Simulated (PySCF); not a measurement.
C2H8O2Si2, SMILES O[Si@H]1C[SiH2]CO1.

The structure is a stationary point at PBE0-D3(BJ)/def2-SVP. The structure was generated by enumeration; whether it is a known compound was not checked. The values are those of a single conformer.

Computed with PBE0-D3(BJ)/def2-SVP in PySCF 2.14.0.

Frequencies are harmonic and unscaled.

```
mode  ν (cm⁻¹)  IR (km/mol)  moving atoms (share of kinetic energy)
----  --------  -----------  --------------------------------------
1           46          1.3         O 52 %, H 23 %, Si 14 %, C 11 %
2          117          4.3          H 44 %, C 28 %, O 19 %, Si 9 %
3          170         60.6                          H 75 %, O 14 %
4          248         15.9         O 39 %, H 32 %, Si 18 %, C 11 %
5          312         50.2                 O 44 %, H 31 %, Si 18 %
6          358          9.7         H 37 %, Si 37 %, O 14 %, C 12 %
7          428         25.9         Si 39 %, O 35 %, H 14 %, C 13 %
8          502          9.0                         H 59 %, Si 26 %
9          553         12.2                  H 76 %, C 11 %, Si 9 %
10         648          8.6                 H 53 %, C 35 %, Si 12 %
11         665          9.5                          C 49 %, H 40 %
12         705          7.1                 H 45 %, C 37 %, Si 11 %
13         711         47.7         H 49 %, C 28 %, O 12 %, Si 11 %
14         746         35.7         H 32 %, O 28 %, Si 22 %, C 18 %
15         766         52.7                 H 76 %, Si 10 %, C 10 %
16         804         66.9                 H 63 %, O 20 %, Si 10 %
17         838         41.0                 H 67 %, C 19 %, Si 10 %
18         879        165.8                 H 73 %, Si 14 %, C 12 %
19         899        292.7                         H 73 %, Si 15 %
20         917         68.6                 H 40 %, O 32 %, Si 25 %
21         949         74.7                                  H 94 %
22         979         79.1                  H 70 %, Si 21 %, O 8 %
23        1009        175.6                          H 58 %, C 36 %
24        1130        178.9                          O 50 %, C 45 %
25        1235          7.5                                  H 91 %
26        1279          4.5                          H 74 %, C 18 %
27        1369         17.2                           H 92 %, C 8 %
28        1465          2.7                                  H 94 %
29        2216        116.1                                  H 97 %
30        2229        131.8                                  H 96 %
31        2288        148.4                                  H 97 %
32        3034         40.1                                  H 94 %
33        3086          0.3                                  H 94 %
34        3105         15.1                           H 91 %, C 9 %
35        3165          0.3                           H 91 %, C 9 %
36        3932         88.4                                  H 94 %
```
